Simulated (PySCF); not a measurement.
PySCF 2.14 output of an unrestricted TPSSh calculation on a single atom or ion in aug-cc-pwCVQZ (9s8p6d4f2g, 109 functions), with the non-relativistic Hamiltonian (point nucleus):

```
SCF conv_tol = 1e-09
number electrons alpha = 4  beta = 2
    V. N. Staroverov, G. E. Scuseria, J. Tao, and J. P. Perdew.,  J. Chem. Phys. 119, 12129 (2003)
cycle= 1 E= -37.5752651338336  delta_E= -0.00343  |g|= 0.0122  |ddm|= 0.674
cycle= 2 E= -37.5753483088874  delta_E= -8.32e-05  |g|= 0.00208  |ddm|= 0.0606
cycle= 3 E= -37.5753526549103  delta_E= -4.35e-06  |g|= 0.000304  |ddm|= 0.0108
cycle= 4 E= -37.5753528046869  delta_E= -1.5e-07  |g|= 6.21e-05  |ddm|= 0.00244
cycle= 5 E= -37.5753528253181  delta_E= -2.06e-08  |g|= 1.33e-05  |ddm|= 0.00142
cycle= 6 E= -37.575352826376  delta_E= -1.06e-09  |g|= 7.81e-07  |ddm|= 0.000491
cycle= 7 E= -37.5753528263772  delta_E= -1.2e-12  |g|= 1.08e-07  |ddm|= 3.1e-05
converged SCF energy = -37.5753528263772  <S^2> = 2.0034446  2S+1 = 3.0022956
```

The run itself started from symmetry-adapted Hartree-Fock orbitals and held the occupation by maximum overlap, on a logarithmic radial grid, so the iterations belong to that start.

**Question.** Which element, charge and spin multiplicity is this?

**Answer.** C (carbon, neutral), multiplicity 3; the state was [He] 2s2 2p1 3s1, high-spin 3P determinant (an excited configuration).

The outer electron is Rydberg-like, and this basis confines it to a smaller radius and binds it less than a complete one would.
